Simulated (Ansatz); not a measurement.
Molecule: sum formula H₃Si₂OCl₂, net charge -1, singlet state. It need not be the lowest isomer of its formula. Whether it binds its extra electron was not tested at this geometry. 
Structure (B3LYP-D3(BJ)/def2-TZVP (Ansatz, a first-principles code) minimum search):
```
Si
O 1 1.5773
H 1 1.4696 2 117.14
Si 2 1.8228 1 126.74 3 -35.60
H 4 1.5475 2 96.07 1 59.30
H 4 1.5479 5 91.74 2 96.38
Cl 1 2.0918 3 105.51 2 -127.05
Cl 1 2.1013 3 105.50 2 123.00
```
Charge -1, spin multiplicity 1.

Basis-set convergence of Hartree-Fock and CCSD(T) correlation energies (hartree) with Ansatz. Correlated levels leave the core frozen unless marked. Spin-orbit coupling is left out. Non-relativistic.

```tsv
basis	functions	E(HF)	E(corr, CCSD(T))
aug-cc-pV(D+d)Z	178	-1573.69894	-0.79408
aug-cc-pV(T+d)Z	335	-1573.77692	-0.98133
aug-cc-pV(Q+d)Z	574	-1573.79503	-1.04513
```

Extrapolating the two largest sets (X = 3 and 4) as X^-3: E(corr) = (64·(-1.04513) - 27·(-0.98133))/37 = -1.0917 Eh, an estimate of the basis-set limit. The largest set recovers 95.7 % of it, the smallest 72.7 %.
